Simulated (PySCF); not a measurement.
C2H10OSi3, SMILES O[C@@H]1C[Si@H]([SiH3])[SiH2]1. Atoms are numbered in the order given.

```xyz
16

O     -0.4914    -0.9407     1.5344
C     -1.3918    -0.8744     0.4185
C     -0.6649    -1.2684    -0.8945
Si     0.4091     0.3403    -1.0739
Si     2.2520     0.2441     0.3851
Si    -1.5377     1.0315     0.0451
H     -0.1153    -1.8431     1.5537
H     -2.3189    -1.4644     0.6102
H     -1.3866    -1.3251    -1.7384
H     -0.1434    -2.2506    -0.8362
H      0.7677     0.7581    -2.4765
H      3.5007     0.8097    -0.2470
H      2.5392    -1.1952     0.7330
H      1.9886     1.0069     1.6524
H     -2.6924     1.3035    -0.8854
H     -1.5967     1.9594     1.2263
```

The structure is a stationary point at PBE-D3(BJ)/def2-SVP. The structure was generated by enumeration; whether it is a known compound was not checked. Other conformers were not sampled.

Computed with SMD-M06-2X/def2-SVP in PySCF.

Solvation free energies are E(SMD) − E(gas) at the gas-phase geometry, for 1 M in both phases. In vacuum the dipole moment is 1.72 D.

Computed solvation free energies in water, dimethylsulfoxide, toluene:
```csv
solvent,ΔG(solv) (kcal/mol),its non-electrostatic (CDS) part,dipole (D)
water,-0.9,4.7,2.63
dimethylsulfoxide,-2.3,0.6,2.46
toluene,-2.7,-1.4,2.01
```
